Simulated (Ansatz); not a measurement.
CH$_{2}$NO, doublet, at a GFN2-xTB geometry; B3LYP/6-31G* in Ansatz (an electronic-structure program).

Ansatz was given this input:
Ansatz 0.2 input:
```yaml
crystal:
  periodic: [false, false, false]
  atoms:
    - {symbol: N, position_ang: [0.85986699, -0.69343707, -0.05411226]}
    - {symbol: C, position_ang: [-0.35523167, -0.27922787, 0.06401295]}
    - {symbol: O, position_ang: [-0.54050716, 0.94259611, -0.00329871]}
    - {symbol: H, position_ang: [1.58424477, 0.00217596, -0.19394028]}
    - {symbol: H, position_ang: [-1.14786635, -1.01351809, 0.21503810]}
basis:
  gaussian:
    orbitals: 6-31G*
hamiltonian:
  xc: b3lyp
magnetization: {spin_polarized: true, initial_magnetization: 1}
```

Question: Predict the main parts of the log of this Ansatz run.

Answer: 
```
Functional definition: B3LYP
471 factors; integrals over basis functions are off by at most 1.1e-3 eV
mean field evaluation 1: about -4600.6800 eV, gradient 2.9e1 eV
mean field evaluation 2: about -4596.5194 eV, gradient 4.1e1 eV
mean field evaluation 4: about -4603.8732 eV, gradient 3.2e0 eV
mean field evaluation 8: about -4604.0549 eV, gradient 2.9e-1 eV
mean field evaluation 16: about -4604.0554 eV, gradient 2.4e-4 eV
mean field evaluation 32: about -4604.0554 eV, gradient 3.5e-6 eV
mean field -4604.05539100 eV, -169.1959148785 hartree, gradient 3.5e-6 eV, S^2 0.755216; 1 other end points of the search recorded, 0 dependent functions left out
reference -4604.05552248 eV, -169.1959197103 hartree; 12, 11 occupied and 37, 38 virtual orbitals, 471 factors
Total energy: -4604.05552248 eV, -169.1959197103 hartree
```
